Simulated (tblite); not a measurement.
Compound: C3H9BF3PSi.
Atom-mapped SMILES: `[BH3-:1][P@@H+:2]1[C@H:3]([SiH3:4])[C@H:5]1[C:6]([F:7])([F:8])[F:9]` (hydrogens: H10, H11, H12 on B1; H13 on P2; H14 on C3; H15, H16, H17 on Si4; H18 on C5)

Computed with GFN2-xTB (tblite), gas phase: L-BFGS steps from a force-field or distance-geometry start until the largest atomic force falls under 0.01 eV/Å.

Step 3: E = -834.4440 eV
```
atom  x, y, z in Å  |  force x, y, z in eV/Å
B1      2.3767    0.3065   -0.2654    0.354   0.071   0.093
P2      0.6688   -0.1660   -0.9895    0.294  -0.138  -0.122
C3     -0.9101    0.5254   -0.3422    0.400   0.067   0.072
Si4    -0.6353    2.0851    0.7494   -0.034  -0.101  -0.250
C5     -0.4688   -0.7824    0.2973    0.087   0.478  -0.010
C6     -1.2831   -1.9789    0.0041   -0.022  -0.021  -0.105
F7     -2.3726   -2.0878    0.7705   -0.228  -0.070   0.292
F8     -0.5765   -3.0953    0.1593    0.142  -0.581   0.151
F9     -1.7305   -1.9995   -1.2599   -0.063   0.061  -0.281
H10     3.1795   -0.2794   -0.9057    0.033  -0.071  -0.139
H11     2.3434   -0.0551    0.8630   -0.070  -0.045   0.126
H12     2.4714    1.4774   -0.3678    0.062   0.235  -0.061
H13     0.5122   -1.0692   -2.0805   -0.542   0.369   0.350
H14    -1.7857    0.4676   -0.9721   -0.094   0.010  -0.043
H15     0.4815    1.8663    1.6553    0.027  -0.064   0.045
H16    -1.8478    2.3287    1.5238   -0.130  -0.062  -0.007
H17    -0.3555    3.1861   -0.1614   -0.023   0.082  -0.093
H18    -0.0763   -0.7230    1.3103   -0.193  -0.220  -0.019
```

Step 4: E = -834.4905 eV
```
atom  x, y, z in Å  |  force x, y, z in eV/Å
B1      2.3981    0.3133   -0.2581    0.167   0.038   0.028
P2      0.6854   -0.1702   -0.9819    0.214   0.035  -0.199
C3     -0.8960    0.5324   -0.3510    0.085   0.032  -0.053
Si4    -0.6360    2.0876    0.7457   -0.005  -0.091  -0.190
C5     -0.4608   -0.7733    0.2898   -0.175   0.036   0.054
C6     -1.2772   -1.9751    0.0075   -0.127  -0.287  -0.124
F7     -2.3740   -2.0962    0.7702   -0.058   0.073   0.285
F8     -0.5847   -3.1104    0.1606    0.136  -0.237   0.156
F9     -1.7280   -1.9996   -1.2514   -0.086   0.077  -0.429
H10     3.1801   -0.2844   -0.9147    0.087  -0.017  -0.052
H11     2.3370   -0.0584    0.8684    0.031   0.008   0.067
H12     2.4723    1.4879   -0.3717    0.109   0.123  -0.024
H13     0.4837   -1.0553   -2.0666   -0.455   0.274   0.222
H14    -1.7914    0.4675   -0.9710    0.231   0.045   0.077
H15     0.4805    1.8633    1.6554   -0.011  -0.041   0.012
H16    -1.8513    2.3248    1.5215   -0.097  -0.064  -0.033
H17    -0.3568    3.1888   -0.1661   -0.023   0.080  -0.072
H18    -0.0896   -0.7364    1.3018   -0.025  -0.085   0.275
```

Q: Estimate the geometry and energy of step 5. (The exact step hangs on the optimiser's Hessian estimate; all steps are aligned on step 4, rigid shifts and turns removed.)

A: E = -834.5162 eV, largest force 0.432 eV/Å
```
atom  x, y, z in Å  |  force x, y, z in eV/Å
B1      2.4138    0.3181   -0.2532    0.058   0.025  -0.010
P2      0.6986   -0.1717   -0.9803    0.045   0.137  -0.070
C3     -0.8857    0.5368   -0.3572   -0.033  -0.038  -0.076
Si4    -0.6365    2.0877    0.7404    0.008  -0.036  -0.090
C5     -0.4593   -0.7680    0.2861   -0.201  -0.246   0.105
C6     -1.2761   -1.9784    0.0074   -0.143  -0.280  -0.125
F7     -2.3751   -2.0998    0.7744    0.081   0.113   0.171
F8     -0.5879   -3.1225    0.1639    0.054   0.016   0.102
F9     -1.7278   -1.9985   -1.2532   -0.064   0.022  -0.317
H10     3.1821   -0.2876   -0.9209    0.117   0.026   0.014
H11     2.3339   -0.0602    0.8727    0.096   0.048   0.005
H12     2.4748    1.4962   -0.3744    0.137   0.025   0.002
H13     0.4585   -1.0423   -2.0547   -0.392   0.167   0.074
H14    -1.7906    0.4683   -0.9692    0.349   0.066   0.079
H15     0.4795    1.8608    1.6555   -0.054  -0.021  -0.028
H16    -1.8548    2.3213    1.5194   -0.041  -0.072  -0.074
H17    -0.3580    3.1919   -0.1701   -0.027   0.062  -0.050
H18    -0.0979   -0.7459    1.3017    0.011  -0.014   0.288
```

The energy changes by -0.0258 eV. The first-order estimate −F·Δx gives -0.0355 eV and the mean of the old and new forces, exact on a quadratic surface, -0.0257 eV. The step makes an angle of 48° with the force vector and moves no atom by more than 0.031 Å.

What follows is the cost of the whole relaxation. Hardware: an Intel Xeon 6975P-C with one thread, shared host. Cost: 0.73 s.
